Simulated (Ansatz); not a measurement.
CH₇NOSi₂, SMILES `N[SiH2][SiH2]C=O`, relaxed with RKS PBE0-D4/def2-TZVP in Ansatz 0.2.0 from a PBE-D4/def2-SVP geometry. The force threshold is 0.005 eV/Å; the program also tests the step.

The species carries charge 0 and has multiplicity 1.

Start:

```xyz
12

N    -0.696   -2.182    0.899
Si    0.411   -0.841    0.696
Si   -0.648    0.835   -0.580
C     0.688    2.215   -0.920
O     1.615    2.019   -1.686
H    -1.054   -2.643    0.058
H    -0.466   -2.885    1.607
H     0.731   -0.314    2.070
H     1.732   -1.115    0.005
H    -1.072    0.285   -1.917
H    -1.844    1.423    0.125
H     0.603    3.202   -0.358
```

```csv
step,energy (eV),largest force (eV/Å),largest move (Å)
1,-20433.7870,1.147,0.000
2,-20433.8369,0.218,0.042
3 (rejected),-20433.8192,0.652,0.054
4,-20433.8426,0.106,0.027
5,-20433.8453,0.035,0.058
6 (rejected),-20433.8351,0.211,0.057
7,-20433.8462,0.047,0.028
8,-20433.8468,0.015,0.042
9 (rejected),-20433.8464,0.187,0.073
10,-20433.8469,0.053,0.035
11,-20433.8471,0.092,0.048
12,-20433.8473,0.046,0.009
13,-20433.8474,0.014,0.003
14,-20433.8475,0.006,0.014
15,-20433.8475,0.027,0.022
16,-20433.8475,0.024,0.007
17 (rejected),-20433.8475,0.030,0.016
18 (rejected),-20433.8475,0.016,0.008
19,-20433.8475,0.003,0.004
```

End:

```xyz
12

N    -0.669   -2.166    0.886
Si    0.417   -0.842    0.703
Si   -0.613    0.807   -0.613
C     0.670    2.212   -0.925
O     1.438    2.192   -1.853
H    -1.053   -2.617    0.072
H    -0.519   -2.832    1.627
H     0.693   -0.303    2.062
H     1.738   -1.156    0.078
H    -1.026    0.262   -1.933
H    -1.791    1.386    0.090
H     0.716    3.056   -0.194
```

Hardware: 4 threads of an Arm Neoverse V1 on a shared host. Wall time 85 s, peak host memory 0.56 GiB.
